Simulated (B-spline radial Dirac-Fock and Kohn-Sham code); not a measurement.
## What relativity does to the binding energies of P⁷⁺

System: P⁷⁺, [He] 2s2 2p4.

Both columns are ΔSCF binding energies of the configuration average from a radial finite-basis atomic code: non-relativistic Hartree-Fock with a point nucleus, and Dirac-Fock with a finite nucleus and the Coulomb interaction alone, averaged over the two j levels with weights 2j+1.

```tsv
shell	Hartree-Fock (eV)	Dirac-Fock (eV)	shift (eV)	shift (%)
1s	2358.3	2365.0	+6.73	+0.29
2s	360.2	361.5	+1.32	+0.37
2p	314.2	314.4	+0.19	+0.06
```

Relativity binds 1s, 2s, 2p more strongly, among those listed most of all 2s in relative terms.

Values without a named source are computed, but for edge energies of neutral atoms, which are taken from tables.
